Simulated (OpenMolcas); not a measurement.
An OpenMolcas run meant for Tm2+ (ANO-R1, X2C; inactive shells 1s 2s 2p 3s 3p 3d 4s 4p 4d 5s 5p; intended active space 13 electrons in 7 orbitals (4f)). One step of its input:

```
&RASSCF
FileOrb=start.orb
Symmetry=2
Spin=3
nActEl=13 0 0
Inactive=15 12
Ras2=0 7
CIRoot=7 7 1
SDav=7
CIMx=300
Iter=93 100
PrWF=0.3
OrbListing=Nothing
MaxOrb=0
Atom
>>> COPY $Project.JobIph JOB001
```

Lines from the output:

```
--- SEWARD ---
Basis set label: TM.ANO-R...7S5P3D2F.

      Electronic valence basis set:
      ------------------
      Associated Effective Charge  69.000000 au
      Associated Actual Charge     69.000000 au
      Nuclear Model: Finite nucleus - Gaussian distribution
        Gaussian exponent, Xi/bohr**(-2):  1.55817E+08

      Shell  nPrim  nBasis  Cartesian Spherical Contaminant
         s      25       7        X
         p      19       5        X
         d      12       3                 X
         f      10       2                 X
                  Relativistic X2C integrals
                  Atomic mean-field integrals
--- RASSCF ---

 Nr of active orbitals     NAC=   7
 Spin degeneracy         ISPIN=   3
 There can be no such wave function.
 ************************************************
--- Stop Module: rasscf at  /rc=_RC_INPUT_ERROR_ ---
.####################.
.# User input error #.
.####################.
```

What is wrong with the input?

The spin multiplicity does not fit the number of active electrons: an even count needs an odd multiplicity and the reverse.
